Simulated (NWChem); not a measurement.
System: C2H2F, doublet; SMILES C(F)=[CH]

Output (shortened):

```
             Northwest Computational Chemistry Package (NWChem) 7.3.0
             --------------------------------------------------------

                             Geometry "geometry" -> ""
                             -------------------------

 Output coordinates in angstroms (scale by  1.889725989 to convert to a.u.)

  No.       Tag          Charge          X              Y              Z
 ---- ---------------- ---------- -------------- -------------- --------------
    1 C                    6.0000     0.17122900     1.26237200     0.00000000
    2 C                    6.0000    -0.43103100     0.09661200     0.00000000
    3 F                    9.0000     0.21520000    -1.07530400     0.00000000
    4 H                    1.0000     1.15689800     1.71876200     0.00000000
    5 H                    1.0000    -1.52005100    -0.02777200     0.00000000

 Effective nuclear repulsion energy (a.u.)      60.9343136705

  xc_inp: hfexch multiplicative factor not found.
                              NWChem Property Module
                              ----------------------

  itol2e modified to match energy
  convergence criterion.

                                 NWChem DFT Module
                                 -----------------

 Summary of "ao basis" -> "ao basis" (spherical)
 ------------------------------------------------------------------------------
       Tag                 Description            Shells   Functions and Types
 ---------------- ------------------------------  ------  ---------------------
 C                           pcj-1                  11       27   5s4p2d
 F                           pcj-1                  11       27   5s4p2d
 H                           pcj-1                   6       10   4s2p

  itol2e modified to match energy
  convergence criterion.

            General Information
            -------------------
          SCF calculation type: DFT
          Wavefunction type:  spin polarized.
          No. of atoms     :     5
          No. of electrons :    23
           Alpha electrons :    12
            Beta electrons :    11
          Charge           :     0
          Spin multiplicity:     2
          Use of symmetry is: off; symmetry adaption is: off
          Maximum number of iterations: 150
          AO basis - number of functions:   101
                     number of shells:    45
          Convergence on energy requested:  1.00D-07
          Convergence on density requested:  1.00D-05
          Convergence on gradient requested:  5.00D-04

              XC Information
              --------------
                     Hartree-Fock (Exact) Exchange  1.000

      Superposition of Atomic Density Guess
      -------------------------------------

 Sum of atomic energies:        -175.68658608

      Non-variational initial energy
      ------------------------------

 Total energy =    -176.713012
 1-e energy   =    -361.322264
 2-e energy   =     123.674938
 HOMO         =      -0.214927
 LUMO         =       0.056757

[...]

          ----------------------
          Hyperfine Interactions
          ----------------------

 Total Spin Density (Fermi Contact Term)
 ------------------ --------------------
     Atom            x         y         z       Density (a.u.)      Aiso(MHz)     Aiso(Gauss)
     1  13-C      0.32358   2.38554   0.00000       0.439274        493.828201     176.209885
     2  13-C     -0.81453   0.18257   0.00000      -0.084334        -94.807396     -33.829579
     3  19-F      0.40667  -2.03203   0.00000       0.030244        127.250423      45.406039
     4   1-H      2.18622   3.24799   0.00000      -0.019517        -87.239674     -31.129232
     5   1-H     -2.87248  -0.05248   0.00000       0.022467        100.426342      35.834556

           -------------------------------------------
           Anisotropic Interaction (Spin-Dipolar Term)
           -------------------------------------------

 ------------------------------------------------------------
     Atom            x         y         z
 ------------------------------------------------------------
     1  13-C      0.32358   2.38554   0.00000

   Spin-Dipolar term (a.u.)
        xx             yy             zz             xy             xz             yz
 ------------------------------------------------------------------------------------------
      -0.022739       0.003737       0.019002      -0.822981       0.000000      -0.000000

   Principal Comp. of -hf- tensor (au)            Anisotropic -hfcc- (MHz)               Anisotropic -hfcc- (Gauss)
 --------------------------------------------------------------------------------------------------------------------------
     -0.832589     0.813587     0.019002    -111.725440   109.175568     2.549872     -39.866348    38.956492     0.909856

   Orientation of the principal axis of Hyperfine Tensor w.r.t absolute (molecular) frame
 --------------------------------------------------------------------------------------------------------------------------
      0.712770    -0.701397     0.000000
      0.701397     0.712770     0.000000
      0.000000     0.000000     1.000000

 ------------------------------------------------------------
     Atom            x         y         z
 ------------------------------------------------------------
     2  13-C     -0.81453   0.18257   0.00000

   Spin-Dipolar term (a.u.)
        xx             yy             zz             xy             xz             yz
 ------------------------------------------------------------------------------------------
       0.298934       0.321141      -0.620075       0.041099       0.000000       0.000000

   Principal Comp. of -hf- tensor (au)            Anisotropic -hfcc- (MHz)               Anisotropic -hfcc- (Gauss)
 --------------------------------------------------------------------------------------------------------------------------
      0.267465     0.352610    -0.620075      35.891273    47.316858   -83.208131      12.806877    16.883803   -29.690680

   Orientation of the principal axis of Hyperfine Tensor w.r.t absolute (molecular) frame
 --------------------------------------------------------------------------------------------------------------------------
      0.793985     0.607937     0.000000
     -0.607937     0.793985     0.000000
      0.000000     0.000000     1.000000

 ------------------------------------------------------------
     Atom            x         y         z
 ------------------------------------------------------------
     3  19-F      0.40667  -2.03203   0.00000

   Spin-Dipolar term (a.u.)
        xx             yy             zz             xy             xz             yz
 ------------------------------------------------------------------------------------------
      -0.028965       0.586910      -0.557945      -0.132842       0.000000      -0.000000

   Principal Comp. of -hf- tensor (au)            Anisotropic -hfcc- (MHz)               Anisotropic -hfcc- (Gauss)
 --------------------------------------------------------------------------------------------------------------------------
     -0.056397     0.614342    -0.557945     -28.324036   308.538397  -280.214361     -10.106703   110.093986   -99.987283

   Orientation of the principal axis of Hyperfine Tensor w.r.t absolute (molecular) frame
 --------------------------------------------------------------------------------------------------------------------------
      0.979338    -0.202232     0.000000
      0.202232     0.979338     0.000000
      0.000000     0.000000     1.000000

 ------------------------------------------------------------
     Atom            x         y         z
 ------------------------------------------------------------
     4   1-H      2.18622   3.24799   0.00000

   Spin-Dipolar term (a.u.)
        xx             yy             zz             xy             xz             yz
 ------------------------------------------------------------------------------------------
       0.082749      -0.019889      -0.062861       0.056845      -0.000000      -0.000000

   Principal Comp. of -hf- tensor (au)            Anisotropic -hfcc- (MHz)               Anisotropic -hfcc- (Gauss)
 --------------------------------------------------------------------------------------------------------------------------
      0.108014    -0.045153    -0.062861      57.631116   -24.091578   -33.539538      20.564181    -8.596460   -11.967721

   Orientation of the principal axis of Hyperfine Tensor w.r.t absolute (molecular) frame
 --------------------------------------------------------------------------------------------------------------------------
      0.913812    -0.406138    -0.000000
      0.406138     0.913812     0.000000
      0.000000    -0.000000     1.000000

 ------------------------------------------------------------
     Atom            x         y         z
 ------------------------------------------------------------
     5   1-H     -2.87248  -0.05248   0.00000

[...]
```

Level: UHF/pcJ-1, contact and dipolar terms. In the optimisation the excess spin sits in a' (Cs, its own frame). Geometry: optimised at PBE0/def2-SVP, spin-unrestricted. The determinant is spin-contaminated (<S²> = 0.95). No stability test was run on the SCF state.

### Question
Write an input that gives this output.

### Answer
Several could match; the one computed here: the input that was run:
```
start job
memory heap 200 mb stack 900 mb global 1100 mb
geometry units angstroms noautosym nocenter noautoz
  C      0.171229     1.262372     0.000000
  C     -0.431031     0.096612     0.000000
  F      0.215200    -1.075304     0.000000
  H      1.156898     1.718762     0.000000
  H     -1.520051    -0.027772     0.000000
end
basis spherical
  * library pcj-1
end
dft
  odft
  mult 2
  xc hfexch
  iterations 150
end
property
  hyperfine
end
task dft property
```
